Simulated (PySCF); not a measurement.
SMILES [NH2][Ga]([Br])[Br] (H₂Br₂GaN) (B3LYP/def2-SVP optimised geometry):

```
6

Ga    -0.607     0.000     0.000
Br    -1.751    -1.990    -0.012
Br    -1.753     1.990     0.000
N      1.195     0.000     0.000
H      1.753     0.847     0.024
H      1.750    -0.849     0.015
```

Method: B3LYP/def2-TZVP run with PySCF 2.14.0.

Problem. What are the frontier orbital energies and the dipole moment?

Solution. HOMO-2 -8.33 eV, HOMO-1 -8.18 eV, HOMO -7.71 eV, LUMO -1.77 eV, LUMO+1 -0.98 eV; dipole moment 2.47 D.

Meta-Löwdin charges at B3LYP/def2-TZVP: Ga1 0.65, Br2 -0.24, Br3 -0.24, N4 -0.65, H5 0.25, H6 0.25.
